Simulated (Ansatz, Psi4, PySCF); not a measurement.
CH$_{4}$O, charge +1, doublet, at a GFN2-xTB geometry (a state made from the parent by changing its charge; the spin is typed, not shown lowest). Base run: BLYP/6-311G** run with PySCF.

Here is a job for PySCF.
```python
from pyscf import gto, scf, dft

mol = gto.M(
    atom='''
C    -0.08203668    0.60493218    0.11482401
O     0.06067739   -0.68366516   -0.17494028
H    -1.18198643    0.86214509    0.11391237
H     0.62482878   -1.22970011    0.41246267
H     0.43910736    0.99198948    0.99712096
H     0.12485126    1.21529375   -0.81291782
''',
    basis='6-311g**',
    charge=1,
    spin=1,
    verbose=4,
)

mf = dft.UKS(mol)
mf.xc = 'blyp'
mf.kernel()
```

The same geometry, method and basis name were run in Ansatz (an electronic-structure program) and Psi4 and PySCF, at each program's defaults and at the settings that a row names. The base is PySCF at its defaults. Differences at the defaults can come from grids, fitting, cores and function types together.

| code and settings | ΔE vs base (mEh) | basis functions | E (Eh) | SCF cycles |
|---|---|---|---|---|
| PySCF, defaults (exact integrals, its default grid, spherical functions) | 0.000 | 60 | -115.33617 | 10 |
| Psi4, defaults (density fitting with its default set, its default grid, spherical functions) | -0.026 | 60 | -115.33619 | 9 |
| Ansatz, defaults (factorised integrals, its default grid, spherical functions) | -0.004 | 60 | -115.33617 | - |
| PySCF, density fitting with def2-universal-jkfit | -0.090 | 60 | -115.33626 | 10 |
| PySCF, fine grid | 0.000 | 60 | -115.33617 | 10 |
| Psi4, exact integrals, spherical functions, fine grid | 0.000 | 60 | -115.33617 | 11 |
| Ansatz, high accuracy | 0.000 | 60 | -115.33617 | - |

Open shells are given as the SCF converged; they aren't shown to be the lowest states, and a large step between rows can be another state.
